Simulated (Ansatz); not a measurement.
Consider the formal hydrolysis of the In–C bond: `[CH3][In]([SH])[Br]` + H₂O → `[OH][In]([SH])[Br]` + CH₄.

Isolated molecules relaxed with PBE0-D4/def2-TZVP in Ansatz; ΔE leaves out vibrations. CCSD(T)/CBS adds triple-zeta CCSD(T) − MP2 to the extrapolated MP2 energy (def2 sets, frozen cores). This one scheme is used for every species. Elements past krypton have def2 core potentials. For Br, In outer-core shells are correlated without core-valence functions, which leaves a few kJ/mol of doubt a bond. Scalar relativity is left out up to krypton. Each species was taken in one conformer, which may not be the lowest.

| species | CCSD(T)/CBS(def2) energy (Eh) |
| --- | --- |
| `[CH3][In]([SH])[Br]` | -3201.46554 |
| H₂O | -76.37941 |
| `[OH][In]([SH])[Br]` | -3237.39649 |
| CH₄ | -40.46206 |

Question: Work out ΔE.

Answer: ΔE = (-3237.39649) + (-40.46206) − (-3201.46554) − (-76.37941) = -0.01360 Eh = -35.7 kJ/mol.

Largest T1 diagnostic among the species: 0.013.

From PBE to PBE0 (25 % exact exchange), in def2-TZVPP and without D4, ΔE moves by +5.2 kJ/mol. In def2-TZVPP, CCSD(T) changes the Hartree–Fock value by +10.7 kJ/mol (the triples alone add −0.5 kJ/mol) and MP2 by +12.9 kJ/mol.
